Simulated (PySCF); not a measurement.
Be2H2, SMILES [BeH][BeH].

Geometry optimised at PBE0-D3(BJ)/def2-TZVPD.

Two levels are set side by side: TDDFT-PBE/def2-TZVPD (PySCF) and TDDFT-LC-ωPBE/def2-TZVPD (PySCF). Vertical, same geometry. The lowest singlet is HOMO→LUMO 97 % with PBE and HOMO→LUMO+1 91 % with the other functional; states are paired by order. Differences are taken from unrounded values.

```json
[
 {"quantity": "lowest singlet excitation (eV)", "TDDFT-PBE": "3.58"},
 {"quantity": "lowest triplet excitation (TDA) (eV)", "TDDFT-PBE": "2.51"},
 {"quantity": "first bright state (f over 0.05) (eV)", "TDDFT-PBE": "5.96"},
 {"quantity": "its oscillator strength", "TDDFT-PBE": "0.17"}
]
```

**Question.** These are the TDDFT-PBE values. What does TDDFT-LC-ωPBE give? (The exact figures need the calculation; the answer reports its results.)

**Answer.** 
| quantity | TDDFT-LC-ωPBE | TDDFT-PBE minus TDDFT-LC-ωPBE |
|---|---|---|
| lowest singlet excitation (eV) | 3.98 | -0.40 |
| lowest triplet excitation (TDA) (eV) | 2.60 | -0.10 |
| first bright state (f over 0.05) (eV) | 7.49 | -1.53 |
| its oscillator strength | 0.46 | -0.29 |

Functionals without exact exchange tend to place singlet excitations lower, as here. Differences between two approximate levels are no errors against the true value.

Rough cost on one machine, each run with all the roots and properties that it gave: TDDFT-LC-ωPBE against TDDFT-PBE within a factor of 2.
